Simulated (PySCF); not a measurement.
Task: Write Cartesian coordinates for [MoS(SH)4]-, `[S]=[Mo-]([SH])([SH])([SH])[SH]` [radical] as optimised with PBE0-D3(BJ)/def2-SVP. (Charge -1 and doublet state.)

Result: 
```xyz
10
H4MoS5 angstrom
Mo     0.2260    0.0473    0.3981
S      0.1509    0.6095    2.4315
S      2.5000   -0.4382   -0.2227
H      2.4231   -1.7850   -0.3307
S      0.7215    2.0518   -0.8397
H     -0.3358    2.7812   -0.4092
S     -2.0101    0.0733   -0.4739
H     -2.1031    1.3648   -0.8650
S     -0.0515   -2.3398    0.2179
H     -1.3962   -2.4417    0.0981
```

Any rigid rotation of these coordinates is as good. Atoms count from 1 in this order. The Mo–S distances run from 2.111 Å (Mo1–S2) to 2.410 Å (Mo1–S9), a spread of 0.299 Å. Of the pairs four or more bonds apart, H6···H8 is among the closest relative to their van der Waals radii: 2.31 Å, 96 % of the sum of Bondi's values. S3 (sulfur bonded to Mo and H) is bent (angle 99.7°). Mo1 (molybdenum bonded to 5 S) is square pyramidal (τ5 = (β − α)/60° = 0.03 from the two widest angles, 144.1° and 142.1° (0 for a square pyramid, 1 for a trigonal bipyramid)).

Bonds between heavy atoms (Å): Mo1–S2 2.111, Mo1–S3 2.407, Mo1–S5 2.407, Mo1–S7 2.400, Mo1–S9 2.410.

Computed with PBE0-D3(BJ)/def2-SVP geometry optimisation, gas phase, def2 core potentials past Kr (PySCF).

Whether it is a minimum is left open (no frequencies). ⟨S²⟩ = 0.766 (exact for a doublet: 0.75). The geometry's basis has no diffuse functions, a weakness for an anion.
